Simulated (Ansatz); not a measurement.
Calculated with Ansatz (gas phase, PBE0-D4/def2-TZVP geometries, no zero-point term in ΔE). CBS: MP2 limit from def2 TZ/QZ plus the TZ coupled-cluster correction, frozen cores. This one scheme is used for every species. For Ge outer-core shells are correlated without core-valence functions, which leaves a few kJ/mol of doubt a bond. Scalar relativity is left out up to krypton.

Reaction (formal exchange of groups at a Ge–C bond): `N#[C][Ge]([Cl])([Cl])[Cl]` + SiH₄ → `[SiH3][Ge]([Cl])([Cl])[Cl]` + `C#N`

```csv
species,CCSD(T)/def2-SVP energy (Eh)
`N#[C][Ge]([Cl])([Cl])[Cl]`,-3546.48094
SiH₄,-291.30187
`[SiH3][Ge]([Cl])([Cl])[Cl]`,-3744.68185
`C#N`,-93.10523
```

Work out ΔE.

ΔE = (-3744.68185) + (-93.10523) − (-3546.48094) − (-291.30187) = -0.00427 Eh = -0.12 eV. CCSD(T)/CBS gives -0.34 eV.

Largest T1 diagnostic among the species: 0.014.

From BLYP to BHLYP (50 % exact exchange), in def2-TZVPP and without D4, ΔE moves by +0.07 eV. Leaving LDA and LC-ωPBE aside and taking each functional with its dispersion term where it has one, the values, not all of them listed here, spread over 0.16 eV, from PBE-D4 to B2PLYP. The D4 term adds −0.03 eV with B3LYP and −0.02 eV with PBE0; it sums over pairs of atoms, weighted by their polarisabilities, and B3LYP, whose exchange is more repulsive, gets the larger term.

B3LYP here is the variant with VWN-RPA as its local correlation; programs differ in this.
